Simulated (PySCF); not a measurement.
**Electron correlation in Te³⁸⁺ (tellurium, charge +38)**

[Ne] 3s2 3p2, high-spin 3P determinant. Computed with PySCF 2.14 in an uncontracted even-tempered set (18 s from 6.6 bohr⁻², ratio 2.5; 12 p from 8.6 bohr⁻², ratio 2.5; 4 d from 35 bohr⁻², ratio 2.7; 4 f from 52 bohr⁻², ratio 2.7), with the spin-free X2C one-electron Hamiltonian (Gaussian nucleus). Frozen: 1s2; 12 electrons correlated; the 21 highest virtual orbitals of each spin left out.

```
  level  correlation energy (mhartree)
   CCSD                        -518.41
    (T)                          -1.04
CCSD(T)                        -519.45
```

Diagnostics: T1 = 0.00069, D1 = 0.0030, largest double amplitude 0.056.

Q: Is a single reference adequate?

A: Yes, within this model without spin-orbit coupling: T1 lies below 0.03 and no double amplitude reaches 0.07.

At this charge the one-electron X2C treatment keeps the bare 1/r₁₂, with no two-electron picture change or Breit term. The effect here is smaller than on the frozen 1s shell; and a scalar Hamiltonian misses the large spin-orbit splitting of the p shells, which matters for ns² → np² pairs.

Spin-orbit coupling is strong in this species, so the high-spin LS determinant is a model state.
